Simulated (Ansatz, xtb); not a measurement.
CH2F2MgO: where a starting geometry ends

The starting geometry of this gas-phase singlet was built from a drawn formula by distance geometry and a force field; its bonds are those of `O[C](F)(F)[MgH]`.

```yaml
atoms:
  - { symbol: C, position_ang: [-0.4583, -0.5346, -0.8841] }
  - { symbol: F, position_ang: [0.0611, -1.5177, -0.0510] }
  - { symbol: F, position_ang: [-1.6661, -0.1514, -0.4381] }
  - { symbol: Mg, position_ang: [-0.5840, -1.2793, -2.8764] }
  - { symbol: O, position_ang: [0.3937, 0.6277, -0.8472] }
  - { symbol: H, position_ang: [0.4579, 0.9577, 0.0847] }
  - { symbol: H, position_ang: [-0.7786, -1.9098, -4.5387] }
```

Where would you expect an optimisation with r2SCAN-D4/def2-SVP to take it?

It keeps its bonds, and is `O[C](F)(F)[MgH]`.

The energy falls by 0.24 eV over 9 steps:

| step | E − E(last) (eV) |
| --- | --- |
| 1 | 0.241 |
| 2 | 0.048 |
| 3 | 0.005 |
| 4 | 0.001 |
| 5 | 0.000 |
| 6 | 0.000 |
| 7 | 0.000 |
| 8 | 0.000 |
| 9 | 0.000 |

Final geometry (Å):

```yaml
atoms:
  - { symbol: C, position_ang: [-0.4398, -0.5169, -0.9186] }
  - { symbol: F, position_ang: [0.0488, -1.4528, -0.0061] }
  - { symbol: F, position_ang: [-1.6635, -0.1519, -0.3562] }
  - { symbol: Mg, position_ang: [-0.5999, -1.2700, -2.9201] }
  - { symbol: O, position_ang: [0.3826, 0.5739, -0.8876] }
  - { symbol: H, position_ang: [0.4318, 0.8874, 0.0367] }
  - { symbol: H, position_ang: [-0.7345, -1.8770, -4.4992] }
```

From the same start GFN2-xTB ends elsewhere, differing in Mg4–O5 (1.92 against 2.91 Å here).

The end wasn't checked by frequencies. Run with Ansatz 0.2.0, 26 s on 1 thread of Intel(R) Xeon(R) Platinum 8375C CPU @ 2.90GHz (Ice Lake), on a shared host.
